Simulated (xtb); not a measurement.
xtb input:

```bash
xtb mol.xyz --gfn 2 --ohess tight --chrg 0 --uhf 0
```
mol.xyz:
```
15

C     -2.33463816     0.11610024     0.41626280
C     -0.92291004     0.60603316     0.09163493
C     -0.89168986     2.10651753    -0.12213086
C      0.16497027    -0.10156250     0.01159619
Si     1.86637951     0.49407366    -0.36937155
Cl     0.06124942    -1.92014018     0.18561855
H     -3.00402338     0.41824861    -0.40664548
H     -2.34362405    -0.98870198     0.50933205
H     -2.68453156     0.58500552     1.34227569
H      0.11599194     2.50570793    -0.28303047
H     -1.23359831     2.60206052     0.80269204
H     -1.51860096     2.41114423    -0.87599693
H      2.81251773    -0.70433627    -0.50655542
H      1.91951336     1.24167341    -1.64910865
H      2.39981392     1.38967854     0.67310423
```

Problem. What final total energy does it print?

Solution. -19.41513 Eh (GFN2-xTB).
